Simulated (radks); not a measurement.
The scandium ion Sc3+, configuration [Ar]. Calculated with a radial shooting solver on a logarithmic mesh with Libxc functionals: scalar-relativistic Kohn-Sham, PBE, spin-unpolarised, spherical densities, finite nucleus; Fermi nuclear charge, rms radius 3.5459 fm.

Normalised radial functions P(r) = r R(r), r in bohr:

r              2s      2p       3s
0.006853   0.3350  0.0133   0.1243
0.008642   0.4051  0.0206   0.1503
0.0109     0.4846  0.0318   0.1797
0.01385    0.5748  0.0495   0.2130
0.01747    0.6654  0.0754   0.2464
0.02204    0.7519  0.1139   0.2781
0.02779    0.8223  0.1701   0.3035
0.03533    0.8597  0.2537   0.3160
0.04455    0.8384  0.3666   0.3059
0.05618    0.7337  0.5179   0.2637
0.07085    0.5209  0.7117   0.1799
0.09007    0.1715  0.9535   0.0441
0.1136    -0.2814  1.2122  -0.1289
0.1433    -0.8013  1.4640  -0.3204
0.1807    -1.3011  1.6616  -0.4869
0.2297    -1.6744  1.7486  -0.5684
0.2896    -1.7898  1.6728  -0.4963
0.3653    -1.6245  1.4315  -0.2442
0.4643    -1.2238  1.0569   0.1735
0.5856    -0.7620  0.6671   0.6224
0.7385    -0.3782  0.3462   0.9690
0.9314    -0.1428  0.1411   1.0887
1.184     -0.0367  0.0407   0.9472
1.493     -0.0065  0.0084   0.6523
1.883     -0.0007  0.0011   0.3503
2.375     0.0000  0.0001   0.1421
3.019     0.0000  0.0000   0.0390
3.807     0.0000  0.0000   0.0072

2s: eigenvalue -507.53 eV, 1 radial node at r = 0.0990 bohr, <r> = 0.343 bohr, 90 % of the charge inside 0.534 bohr. 2p: eigenvalue -421.41 eV, 0 radial nodes, <r> = 0.308 bohr, 90 % of the charge inside 0.507 bohr. 3s: eigenvalue -86.430 eV, 2 radial nodes at r = 0.0960, 0.424 bohr, <r> = 1.06 bohr, 90 % of the charge inside 1.57 bohr.
